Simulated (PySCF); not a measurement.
**Stretching BeC⁻**

Set-up: basis Be aug-cc-pVDZ-DK, C aug-cc-pVDZ-DK; spin-free X2C with a Gaussian nucleus; PySCF 2.14. Energies in eV from Be + C⁻ in their ground configurations at the same level. State: ⁴Σ⁻ (quartet), unpaired electrons σ ↑, π ↑↑.

```tsv
R (Å)	PBE0
1.462	-1.924
1.530	-2.245
1.598	-2.421
1.649	-2.484
1.700	-2.501
1.751	-2.485
1.819	-2.426
1.904	-2.312
2.006	-2.145
2.142	-1.907
```

Task: Put a parabola through the three lowest points of the PBE0 curve and estimate Re, k and ωe (reduced mass 5.147 u; 1 eV/Å² = 0.16022 mdyn/Å; ωe = 1302.8·√(k/μ) cm⁻¹).

Result: Through R = 1.649, 1.7, 1.751 Å the second-order coefficient is 6.34 eV/Å², so Re ≈ 1.701 Å, k ≈ 2.03 mdyn/Å and ωe ≈ 819 cm⁻¹. A polynomial fit of higher order to the unrounded PBE0 energies gives Re = 1.699 Å, k = 2.09 mdyn/Å, ωe = 830 cm⁻¹; anharmonicity and rounding make the difference.

The higher-order fit for each curve: PBE0: Re = 1.699 Å, ωe = 830 cm⁻¹, De = 2.50 eV.

For an ion De counts to the pair picked by the measured ionisation energies or electron affinities, which need not be the lowest pair at this level. The highest Kohn–Sham level is positive in this anion. Much of that is self-interaction error, but it also means that the finite basis helps to hold the extra electron. The state is the lowest determinant that a PBE0 search found; another state may lie lower at other levels.
